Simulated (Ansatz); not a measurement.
Two isomers of C2H5BrOSi: A = `BrC1CO[SiH2]1`, B = `[SiH3]O/C=C\Br`.

Gas-phase electronic energies from Ansatz, PBE0-D4/def2-TZVP geometries. CBS: MP2 limit from def2 TZ/QZ plus the TZ coupled-cluster correction, frozen cores. Functionals use def2-TZVPP. B3LYP here is the variant with VWN-RPA as its local correlation; programs differ in this. For Br outer-core shells are correlated without core-valence functions, which leaves a few kJ/mol of doubt a bond. Scalar relativity is left out up to krypton. One conformer a species, not always the lowest.

Q: Which isomer does CCSD(T)/CBS put lower? Give the gap. (Estimate.)

A: Ansatz gave: A, by 24.8 kJ/mol.

Q: Give E(B) − E(A) in kJ/mol with CCSD/def2-TZVPP, B3LYP-D4, HF/def2-TZVPP, r2SCAN-D4, PBE0-D4, PBE-D4, B3LYP. (Estimate.)

A: The calculation gave: CCSD/def2-TZVPP 22.2, B3LYP-D4 8.2, HF/def2-TZVPP 2.6, r2SCAN-D4 19.9, PBE0-D4 30.9, PBE-D4 22.8, B3LYP 3.9. None reverses the order clearly.

Largest T1 diagnostic: 0.011.

In def2-TZVPP, CCSD(T) changes the Hartree–Fock value by +19.4 kJ/mol (the triples alone add −0.2 kJ/mol) and MP2 by +26.1 kJ/mol. From PBE to PBE0 (25 % exact exchange), in def2-TZVPP and without D4, E(B) − E(A) moves by +8.7 kJ/mol.
